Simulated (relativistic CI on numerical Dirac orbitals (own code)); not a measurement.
**Hyperfine structure of Yb LV, mass number 171**

Computed by Dirac-Coulomb-Breit CI, KLI orbitals optimised for each configuration, QED by a radiative potential, unscaled Slater integrals (own radial code, finite nucleus).

Configurations in the expansion (outside the closed core [Ne]): 3s²3p⁴, 3s3p⁵, 3s²3p³3d, 3p⁶, 3s3p⁴3d, 3p⁵3d, 3s3p³3d², 3s²3p²3d4p, 3p⁵4s, 3s3p³3d4s, 3s²3p³4s, 3p⁵4p, 3s²3p²3d², 3s²3p3d³, 3s3p²3d³, 3s²3p3d²4s, 3p⁴3d², 3p³3d³, 3p³3d²4s, 3s²3p²3d4s, 3s3p²3d²4s, 3s²3p3d4s². Double excitations out of closed p, d and f shells are left out; levels of such configurations are missing from the list, as are those of other unlisted configurations, and high levels can miss mixing partners.

Nuclear spin I = 1/2, μ = 0.4923 μN (tables of Stone and Pyykkö). The electronic factors are computed for point nuclear moments, without core polarisation or the Bohr-Weisskopf and QED corrections.

| Level | E (Ry) | A (GHz) |
| --- | --- | --- |
| 3s²3p⁴ ³P2 | 0.0000 | 171.8 |
| 3s²3p⁴ ³P1 | 19.4875 | -137.3 |
| 3s²3p⁴ ¹D2 | 20.1670 | 487.8 |
| 3s3p⁵ ³P°2 | 31.9079 | 1066 |

Levels with J = 0, under 50 % of one LS term, or S terms without an open s electron are left out. Small factors come from cancelling terms and can be off by tens of per cent or more.

At this charge energies of transitions that change n are usually good to better than 1 %, and those within a shell (Δn = 0) to a few per cent.

**Question.** Give the hyperfine levels of 3s²3p⁴ ³P2 relative to its centre of gravity.

**Answer.** With K = F(F + 1) − I(I + 1) − J(J + 1), E = AK/2: F = 3/2: -257.7, F = 5/2: 171.8 GHz.

LS names give the leading component of a level, which can be under half, so a name can repeat, a term be missing and a line seem to break the LS rules.
